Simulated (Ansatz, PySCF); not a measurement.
B(F)(OMe)(OSiH3) (CH6BFO2Si), SMILES FB(O[SiH3])OC. Atoms are numbered in the order given.

```xyz
12

B      0.1785     0.7124     0.2794
F      0.4889     1.9204     0.7590
O     -0.7985     0.5598    -0.6483
C     -1.5481     1.6442    -1.1675
H     -1.2306     2.6038    -0.7312
H     -1.4179     1.6832    -2.2601
H     -2.6154     1.4838    -0.9493
O      0.8558    -0.3704     0.7326
Si     0.6391    -1.9731     0.2755
H     -0.7452    -2.4234     0.5960
H      1.6216    -2.7691     1.0576
H      0.9015    -2.1385    -1.1824
```

Coordinates come from a r2SCAN-D4/def2-SVP optimisation. The structure was generated by enumeration, and PubChem lists no compound with its InChIKey, so it may never have been made. The values are those of a single conformer.

Two levels are set side by side: PBE-D3(BJ)/def2-SVP (Ansatz, a first-principles code) and r2SCAN-D4/def2-SVP (Ansatz). Each level has its own optimised geometry; the coordinates shown are those of the second. Frequencies come from the Hessian of PySCF at each geometry. Differences are taken from unrounded values.

```tsv
quantity	r2SCAN-D4	PBE-D3(BJ)	PBE-D3(BJ) minus r2SCAN-D4
mean bond length (Å)	1.356	1.365	0.009
bond B1–F2 (Å)	1.336	1.345	0.009
bond B1–O3 (Å)	1.356	1.365	0.009
bond B1–O8 (Å)	1.355	1.363	0.008
bond O3–C4 (Å)	1.417	1.420	0.003
bond O8–Si9 (Å)	1.681	1.695	0.015
bond C4–H5 (Å)	1.101	1.109	0.008
bond C4–H6 (Å)	1.101	1.110	0.009
bond C4–H7 (Å)	1.101	1.110	0.009
bond Si9–H10 (Å)	1.491	1.502	0.012
bond Si9–H11 (Å)	1.487	1.498	0.012
bond Si9–H12 (Å)	1.491	1.502	0.012
highest harmonic wavenumber (cm⁻¹)	3142	3060	-82
mean harmonic wavenumber (cm⁻¹)	1174	1140	-34
zero-point energy (kcal/mol)	50.35	48.89	-1.46
```
